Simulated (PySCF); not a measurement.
Sn(H)3(OAc), SMILES C(C)(=O)[O][SnH3] (C2H6O2Sn) (PBE0/def2-SVP optimised geometry):

```
11

Sn     0.047    -1.824     0.000
O     -0.658     0.138     0.000
C     -0.268     0.648     1.138
C     -0.659     2.078     1.370
O      0.375    -0.019     1.937
H      1.750    -1.824     0.000
H     -0.714    -2.710     1.241
H     -0.579    -2.244    -1.542
H     -0.211     2.710     0.588
H     -0.323     2.409     2.359
H     -1.750     2.182     1.281
```

Method: PySCF 2.14.0 with PBE0/def2-TZVP, def2 effective core potentials past Kr.

Q: What are the frontier orbital energies and the dipole moment?

A: HOMO-2 -9.23 eV, HOMO-1 -8.83 eV, HOMO -7.98 eV, LUMO -0.58 eV, LUMO+1 0.20 eV; dipole moment 0.95 D.

On the same geometry PBE/def2-TZVP, def2 effective core potentials past Kr (PySCF) gives HOMO-2 -7.85 eV, HOMO-1 -7.36 eV, HOMO -6.38 eV, LUMO -1.37 eV, LUMO+1 -0.84 eV; dipole moment 0.90 D.
